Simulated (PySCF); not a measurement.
# Correlation energy of P²⁺ (phosphorus, charge +2)

[Ne] 3s2 3d1, 2D determinant (an excited configuration). All numbers are calculated (PySCF 2.14, no relativity, point nucleus, in aug-cc-pwCVQZ (10s9p7d5f3g, 134 functions)). Frozen: 1s2; 11 electrons correlated.

MP2 pair energies summed by pair of shells (mhartree):

```csv
pair,energy,share (%)
2p-2p,-198.30,52.2
2s-2p,-61.98,16.3
3s-3s,-36.00,9.5
3s-3d,-35.03,9.2
2p-3s,-29.75,7.8
2s-2s,-9.86,2.6
2p-3d,-4.57,1.2
2s-3s,-3.66,1.0
2s-3d,-0.61,0.2
```

Total MP2 correlation energy: -379.76 mhartree.

Same-spin part -91.25 and opposite-spin part -288.51 mhartree; SCS-MP2 scales them by 1/3 and 6/5 to -376.63 mhartree.
